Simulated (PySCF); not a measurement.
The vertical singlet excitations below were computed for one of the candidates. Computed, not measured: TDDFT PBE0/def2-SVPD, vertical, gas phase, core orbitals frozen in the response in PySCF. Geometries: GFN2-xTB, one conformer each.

```tsv
state	ν̃ (cm⁻¹)	f	main configurations (H = HOMO, L = LUMO)
S1	45790	0.0028	H→L (82%), H→L+1 (14%)
S2	51470	0.043	H→L+1 (76%), H→L (11%)
S3	53640	0.0041	H→L+2 (89%)
S4	56090	0.011	H→L+3 (97%)
S5	58110	0.012	H→L+4 (86%)
S6	59660	0.0038	H→L+5 (95%)
S7	61590	0.0033	H→L+6 (81%)
S8	62500	0.041	H→L+7 (75%), H→L+6 (11%)
```

Problem. Which structure fits?
A. `C/C=N\N=C(C)C`
B. `C#Cc1cnnnc1`
C. `N#CCC1(S)CC1`

Solution. C. Its S1, at 5.68 eV, is the highest among the candidates; the nearest of the others has S1 at 4.95 eV. S1 is HOMO→LUMO (82%), HOMO→LUMO+1 (14%). Löwdin shares by element: HOMO sulfur 71%, carbon 15% or more, hydrogen 6% or more; LUMO sulfur 44%, carbon 14% or more, hydrogen 8% or more (atoms not listed hold the other 34%). At the same level the other candidates give, for their lowest levels:
- `C#Cc1cnnnc1`: 3.12 eV (f 0.003); 3.64 eV (f 0.000); 3.73 eV (f 0.000); 4.27 eV (f 0.005); 5.20 eV (f 0.000); T1 2.29 eV; HOMO -7.28, LUMO -2.60 eV
- `C/C=N\N=C(C)C`: 4.95 eV (f 0.005); 5.22 eV (f 0.004); 6.09 eV (f 0.041); 6.13 eV (f 0.065); 6.35 eV (f 0.459); T1 4.04 eV; HOMO -6.53, LUMO 0.10 eV

The values belong to the conformer `[N:1]#[C:2][CH2:3][C:4]1([SH:5])[CH2:6][CH2:7]1`: C2–C3–C4–S5 -72°, H–S5–C4–C3 67°.
Triplets come from the Tamm–Dancoff approximation.
